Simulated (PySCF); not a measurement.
Molfile (atoms numbered from 1):
```
C5H10O5
     RDKit          3D

 20 19  0  0  0  0  0  0  0  0999 V2000
   -3.7028    0.9851   -0.0718 C   0  0  0  0  0  0  0  0  0  0  0  0
   -2.9293    1.3251    1.0680 O   0  0  0  0  0  0  0  0  0  0  0  0
   -1.9876    0.3951    1.4023 C   0  0  0  0  0  0  0  0  0  0  0  0
   -0.9482    0.3739    0.4071 O   0  0  0  0  0  0  0  0  0  0  0  0
    0.0568   -0.4624    0.6421 C   0  0  0  0  0  0  0  0  0  0  0  0
    0.1486   -1.1905    1.5897 O   0  0  0  0  0  0  0  0  0  0  0  0
    0.9437   -0.3613   -0.3418 O   0  0  0  0  0  0  0  0  0  0  0  0
    2.0878   -1.2285   -0.2410 C   0  0  0  0  0  0  0  0  0  0  0  0
    2.8952   -1.0592   -1.3285 O   0  0  0  0  0  0  0  0  0  0  0  0
    3.5587    0.1941   -1.3737 C   0  0  0  0  0  0  0  0  0  0  0  0
   -4.4326    1.7823   -0.1885 H   0  0  0  0  0  0  0  0  0  0  0  0
   -3.0772    0.9211   -0.9648 H   0  0  0  0  0  0  0  0  0  0  0  0
   -4.2168    0.0302    0.0827 H   0  0  0  0  0  0  0  0  0  0  0  0
   -1.5548    0.6896    2.3648 H   0  0  0  0  0  0  0  0  0  0  0  0
   -2.4018   -0.6258    1.4810 H   0  0  0  0  0  0  0  0  0  0  0  0
    2.5985   -1.0060    0.7127 H   0  0  0  0  0  0  0  0  0  0  0  0
    1.7472   -2.2699   -0.2391 H   0  0  0  0  0  0  0  0  0  0  0  0
    4.1952    0.1651   -2.2546 H   0  0  0  0  0  0  0  0  0  0  0  0
    2.8425    1.0142   -1.4600 H   0  0  0  0  0  0  0  0  0  0  0  0
    4.1719    0.3387   -0.4775 H   0  0  0  0  0  0  0  0  0  0  0  0
  1  2  1  0
  2  3  1  0
  3  4  1  0
  4  5  1  0
  5  6  2  0
  5  7  1  0
  7  8  1  0
  8  9  1  0
  9 10  1  0
  1 11  1  0
  1 12  1  0
  1 13  1  0
  3 14  1  0
  3 15  1  0
  8 16  1  0
  8 17  1  0
 10 18  1  0
 10 19  1  0
 10 20  1  0
M  END
```

PySCF 2.14 calculation with GFN2-xTB geometry and GIAO PBE0/pcSseg-1 shieldings; a single conformation, non-relativistic Hamiltonian, fast rotation and ring inversion assumed for equivalent nuclei, in vacuum.

Shifts are taken against calculated references (same method and geometry level): ¹³C (186.93 ppm), ¹H (31.72 ppm) against TMS; ¹⁷O (336.08 ppm) against H2O.

| atoms | nucleus | count | Hirshfeld charge | δ (ppm) |
| --- | --- | --- | --- | --- |
| C1/C10 | ¹³C | 2 | -0.04 | 59.6 |
| O6 | ¹⁷O | 1 | -0.28 | ? |
| O4/O7 | ¹⁷O | 2 | -0.12 | 185.9 |
| C3/C8 | ¹³C | 2 | 0.08 | 99.1 |
| O2/O9 | ¹⁷O | 2 | -0.14 | 47.3 |
| H11/H12/H13/H18/H19/H20 | ¹H | 6 | 0.05 | ? |
| H14/H15/H16/H17 | ¹H | 4 | 0.04 | 5.43 |
| C5 | ¹³C | 1 | 0.26 | 157.7 |

Question: Complete the table.

Answer: 
- H11/H12/H13/H18/H19/H20: 3.68 ppm, hydrogen on a methyl carbon bonded to O; its carbon carries O, which withdraws density
- O6: 315.6 ppm, ester carbonyl oxygen

Shifts are as computed. Against solution values, carbons near 30 ppm lie about +3 ppm off and those near 130 ppm about +5 ppm. Of 1211 compounds with measured shifts, 218 miss one by over three times the rms of a fit or turn the order of signals round; such compounds aren't used in these exercises. Unscaled 17O shifts of doubly bonded oxygen tend to come out too high, by tens of ppm or more. Experimental scales use liquid or dissolved standards, which lie at an offset from isolated H2O (liquid H2O: subtract about 36 ppm).
